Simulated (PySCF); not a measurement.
C7H13PS.
Structure used (GFN2-xTB), in Å, numbered top down from 1:
```xyz
22
C7H13PS angstrom
C      2.8496   -1.0710   -0.1524
C      2.1147   -0.2034    0.5193
C      1.1721    0.7508   -0.1481
C      0.2337    1.4817    0.8192
C     -0.9711    0.5754    1.0656
C     -1.5201    0.1992   -0.3088
C     -2.4895   -0.9728   -0.3163
P      0.0084   -0.1524   -1.3012
S      0.0262    0.3007   -3.1759
H      2.7949   -1.1305   -1.2304
H      3.5345   -1.7432    0.3341
H      2.1699   -0.1461    1.5986
H      1.7454    1.4640   -0.7533
H      0.7474    1.7279    1.7501
H     -0.1081    2.4145    0.3632
H     -1.7281    1.0734    1.6729
H     -0.6473   -0.3277    1.5890
H     -1.9943    1.0743   -0.7733
H     -3.3951   -0.7241    0.2339
H     -2.7645   -1.2243   -1.3401
H     -2.0352   -1.8490    0.1446
H      0.2462   -1.4982   -0.9925
```

Probes without a nucleus sit at each ring's centroid and 1 Å off its mean plane on both sides; NICS is minus the shielding there, NICSzz its component along the normal. Level: GIAO PBE0/pcSseg-1 (PySCF, non-relativistic, gas phase) on the GFN2-xTB geometry, one conformer.

Ring bond lengths (Å), with Mayer bond orders in brackets: C3–C4 1.533 (1.03), C4–C5 1.528 (1.02), C5–C6 1.527 (0.97), C6–P8 1.856 (0.85), P8–C3 1.871 (0.82).

Q: Give the NICS values of each ring in ppm.

A: 
| ring | type | NICS(0) | NICS(1), two faces | NICS(1)zz, two faces | rms pucker (Å) | centre to ring atoms, mean (Å) |
| --- | --- | --- | --- | --- | --- | --- |
| C3–C4–C5–C6–P8 | 5-membered ring with P; formal bonds all single | -5.2 | -3.7 / -4.5 | -0.8 / -1.1 | 0.21 | 1.38 |

Q: What do they say, and how far can they be read as aromaticity?

A: 
- C3–C4–C5–C6–P8: mean NICS(1)zz -0.9 ppm, near zero. C3, C4, C5, C6, P8 have four or more neighbours, and the NICS criterion for π rings isn't applied.

Q: List the ring angles and the Hirshfeld charges of the ring atoms.

A: 
- C3–C4–C5–C6–P8: C3 103.8° (-0.062 e), C4 107.6° (-0.068 e), C5 106.5° (-0.070 e), C6 103.4° (-0.059 e), P8 95.2° (+0.314 e); sum 516.5° against 540° for a flat convex ring.

Q: How shielded are the nuclei of the rings and their hydrogens (means over atoms taken as equivalent)?

A: 
```tsv
atoms	environment	σ isotropic (ppm)	principal values of the symmetric part, first atom (ppm)
C3	sp3 carbon bound to phosphorus	132.0	111.3, 130.9, 153.9
C4	ring CH2 carbon	151.0	132.1, 158.5, 162.3
C5	ring CH2 carbon	149.7	123.9, 155.6, 169.7
C6	sp3 carbon bound to phosphorus	136.3	116.7, 135.4, 156.7
P8	phosphorus bonded to 2 C, S and H	241.9	172.0, 241.3, 312.3
H13	methine hydrogen	28.64	25.9, 27.2, 32.9
H14	methylene hydrogen	29.90	25.2, 27.4, 37.1
H15	methylene hydrogen	29.62	26.2, 27.2, 35.5
H16	methylene hydrogen	29.77	24.6, 27.8, 36.9
H17	methylene hydrogen	30.49	26.7, 29.8, 34.9
H18	methine hydrogen	30.06	27.8, 28.7, 33.6
H22	P–H hydrogen	25.11	22.6, 23.4, 29.2
```

Rough CPU time on one thread of a shared machine: about 2.3 min. This is the whole shielding run at PBE0/pcSseg-1, SCF included.
